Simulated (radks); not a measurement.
The numbers below are computed, except where a source is named.
Ionisation of the copper ion Cu+, [Ar] 3d10, to [Ar] 3d9 as the strength of local exchange is varied. Level of theory: scalar-relativistic Kohn-Sham, Slater X-alpha exchange (alpha = 2/3 is LDA exchange), no correlation, spin-polarised, spherical densities, point nucleus (a radial shooting solver on a logarithmic mesh with Libxc functionals).

| alpha | E(Cu+) (hartree) | exchange (hartree) | IE (eV) | -e of the level emptied (eV) | <r> of it (bohr) |
|---|---|---|---|---|---|
| 0.667 | -1649.46989 | -62.18940 | 19.903 | 12.630 (3d) | 1.023 |
| 0.801 | -1662.02623 | -75.31674 | 22.444 | 14.766 (3d) | 0.9841 |
| 0.847 | -1666.36105 | -79.87154 | 23.369 | 15.554 (3d) | 0.9717 |
| 0.871 | -1668.62764 | -82.25774 | 23.861 | 15.977 (3d) | 0.9653 |
| 1.004 | -1681.24975 | -95.60227 | 26.724 | 18.463 (3d) | 0.9324 |

NIST Atomic Spectra Database: 20.292 eV (measured). The Delta-SCF value meets it near alpha = 0.69. Open shells are spherical and high-spin; term and fine-structure splittings are not resolved.
